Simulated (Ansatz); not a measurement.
```yaml
crystal:
  periodic: [false, false, false]
  atoms:
    - {symbol: F, position_ang: [0.926306, -0.797962, 1.468108]}
    - {symbol: C, position_ang: [0.900209, -0.006806, 0.354828]}
    - {symbol: F, position_ang: [1.751442, -0.560651, -0.558773]}
    - {symbol: Si, position_ang: [-0.879799, 0.066828, -0.361182]}
    - {symbol: H, position_ang: [1.318265, 0.966595, 0.638986]}
    - {symbol: H, position_ang: [-1.765644, 0.662894, 0.668920]}
    - {symbol: H, position_ang: [-1.305227, -1.312363, -0.695308]}
    - {symbol: H, position_ang: [-0.853551, 0.924366, -1.571578]}
basis:
  gaussian: {orbitals: def2-SVPD, final_grid: {core_spheres: 8, valence_spheres: 7, degree: 23}}
hamiltonian: {xc: {name: B97}}
```

```sh
$ ansatz run in.yaml --threads 2 --pin off --events-out ev --progress --plain --max-ram 4352MiB
```

It prints (some lines left out):

```
Functional definition: B97
1032 factors; their error is unknown
mean field evaluation 1: about -14401.4633 eV, gradient 2.9e1 eV
mean field evaluation 2: about -14400.7040 eV, gradient 3.8e1 eV
mean field evaluation 4: about -14402.8060 eV, gradient 1.4e0 eV
mean field evaluation 8: about -14402.8706 eV, gradient 1.5e-1 eV
mean field evaluation 16: about -14402.8707 eV, gradient 2.8e-5 eV
mean field -14402.87068750 eV, -529.2957351493 hartree, gradient 2.8e-5 eV, S^2 0.000000; 0 other end points of the search recorded, 0 dependent functions left out
reference -14402.87070779 eV, -529.2957358950 hartree; 21, 21 occupied and 101, 101 virtual orbitals, 1032 factors
Total energy: -14402.87070779 eV, -529.2957358950 hartree
```

Run time 1.1 s (2 threads of an AMD EPYC 7B13 on a shared host); peak host memory 0.36 GiB.
